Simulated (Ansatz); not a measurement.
`Cl[CH2][GeH3]` + CH₃NH₂ → `C[NH][GeH3]` + `CCl` at 400 K and 1 bar (ligand exchange at a Ge–C bond).

Calculated with Ansatz (gas phase, PBE0-D4/def2-TZVP geometries, no zero-point term in ΔE). CCSD(T)/CBS adds triple-zeta CCSD(T) − MP2 to the extrapolated MP2 energy (def2 sets, frozen cores). This one scheme is used for every species. For Ge outer-core shells are correlated without core-valence functions, which leaves a few kJ/mol of doubt a bond. Scalar relativity is left out up to krypton.

| species | CCSD(T)/CBS energy (Eh) | H − E (kJ/mol) | S (J/(mol·K)) |
| --- | --- | --- | --- |
| `Cl[CH2][GeH3]` | -2576.93687 | 159.9 | 337.0 |
| CH₃NH₂ | -95.75281 | 185.4 | 256.0 |
| `C[NH][GeH3]` | -2173.06430 | 229.8 | 337.7 |
| `CCl` | -499.63220 | 114.2 | 247.0 |

H − E and S are ideal-gas, rigid-rotor, harmonic terms from PBE0-D4/def2-TZVP, for one conformer and one mirror image of each species. 1 Eh = 2625.50 kJ/mol, R = 8.31446 J/(mol·K).

Q: By hand: ΔE, ΔH, ΔS and ΔG.

A: ΔE = (-2173.06430) + (-499.63220) − (-2576.93687) − (-95.75281) = -0.00682 Eh = -17.9 kJ/mol. Δ(H − E) = 229.8 + 114.2 − 159.9 − 185.4 = -1.3, so ΔH = -19.2 kJ/mol. ΔS = 337.7 + 247.0 − 337.0 − 256.0 = -8.3 J/(mol·K). ΔG = -19.2 − 400 × (-8.3)/1000 = -15.9 kJ/mol.

Q: By hand: the equilibrium constant, and the temperature at which ΔG would vanish if ΔH and ΔS stayed fixed.

A: log₁₀ K = −ΔG/(RT ln 10) = 2.1. ΔG = 0 at ΔH/ΔS = 2313 K, though so small a ΔS makes that figure unsure.

The number of gas molecules stays the same, so ΔS is small and ΔH decides. A doubt of 5 kJ/mol in ΔE shifts log₁₀ K by 0.7 here. Other conformers and mirror images would add mixing entropy, several J/(mol·K) or more a flexible species. These are equilibria of isolated gas molecules and say nothing of rates. Largest T1 diagnostic: 0.011 (customary marks: 0.02 for closed shells, 0.045 for open ones).
